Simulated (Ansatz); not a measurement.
C₇H₅NO (`c1ccc2ocnc2c1`), 14 atoms. Charge 0, multiplicity 1. Hardware: A = 2 threads of an AMD EPYC 7R13 on a shared host and a share of an NVIDIA H100 80 GB; B = 2 threads of an AMD EPYC 7R13 on a shared host. Correlated methods freeze the cores. Open-shell runs search over several starts.

Q: How many basis functions does each run have, and how long does it take in Ansatz? UKS B3LYP-D4/def2-TZVPP energy of the cation [A]; RHF-CCSD(T)/def2-TZVPP energy [A]; RKS PBE0-D4/def2-QZVPP energy [A]; RKS ωB97M-V/def2-QZVPP energy [A]; UKS PBE-D4/def2-TZVPP energy of the cation [A]; RKS r2SCAN-D4/def2-TZVPP energy and forces [A]; RKS BLYP-D4/def2-TZVPP energy [A]; UKS r2SCAN-D4/def2-TZVPP energy of the cation [A]; RKS PBE0-D4/def2-SVP energy [B]; UHF-MP2/def2-QZVPP energy of the cation [A]; UHF-CCSD(T)/def2-TZVPP energy of the cation [A]; RKS ωB97M-V/def2-TZVPP energy and forces [A]. (An estimate is asked.)

A: Computed: Other jobs shared the machine, so times are rough.

```csv
level,job,functions,wall time,peak host memory (GiB)
RKS BLYP-D4/def2-TZVPP,energy [A],349,1.8 s,0.89
RKS r2SCAN-D4/def2-TZVPP,energy and forces [A],349,2.7 s,0.91
RKS PBE0-D4/def2-SVP,energy [B],151,3.1 s,0.46
RKS PBE0-D4/def2-QZVPP,energy [A],663,4 s,1.2
RKS ωB97M-V/def2-TZVPP,energy and forces [A],349,4.3 s,1
RKS ωB97M-V/def2-QZVPP,energy [A],663,5.5 s,1.3
UKS PBE-D4/def2-TZVPP,energy of the cation [A],349,6 s,0.98
RHF-CCSD(T)/def2-TZVPP,energy [A],349,9.5 s,0.87
UKS B3LYP-D4/def2-TZVPP,energy of the cation [A],349,11 s,0.99
UKS r2SCAN-D4/def2-TZVPP,energy of the cation [A],349,12 s,1.1
UHF-MP2/def2-QZVPP,energy of the cation [A],663,35 s,1.4
UHF-CCSD(T)/def2-TZVPP,energy of the cation [A],349,120 s,2.4
```

B3LYP here is the variant with VWN-RPA as its local correlation; programs differ in this.
